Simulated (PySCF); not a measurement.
**Polarisability and C₆ of Ru²⁺ (ruthenium, charge +2)**

[Kr] 4d6, high-spin 5D determinant. All numbers are calculated (PySCF 2.14, scalar relativity through the core potential, in aug-cc-pwCVTZ-PP with ECP28MDF). Coupled (time-dependent) response in atomic units; α is the mean over directions.

```tsv
method	mean α (bohr³)	α xx, yy, zz	C₆ (like pair)	S(−4)
M06-L	8.089	8.459, 8.459, 7.350	43.38	19.10
```

S(−4) is the Cauchy moment in α(ω) = α(0) + S(−4) ω² + …

Spin-orbit coupling is absent.

α(iu) at M06-L:

| u (hartree) | α(iu) (bohr³) |
| --- | --- |
| 0 | 8.089 |
| 0.0500 | 8.042 |
| 0.100 | 7.906 |
| 0.200 | 7.436 |
| 0.300 | 6.833 |
| 0.500 | 5.641 |
| 0.750 | 4.461 |
| 1.00 | 3.596 |
| 1.50 | 2.457 |
| 2.00 | 1.765 |
| 3.00 | 1.013 |
| 5.00 | 0.4426 |

A single London oscillator, α(iu) = α/(1 + u²/ω²), gives C₆ = (3/4) ω α². Matching the computed C₆ needs ω = 4 × 43.38 / (3 × 8.089²) = 0.884 hartree.

For an ion, C₆ is the dispersion term alone; charge-induced terms of lower order in 1/R come first.

The components differ because the open shell of this determinant is not spherical; for a pure term their mean is the scalar polarisability.

Energies and moments cover only the electrons outside the core potential.
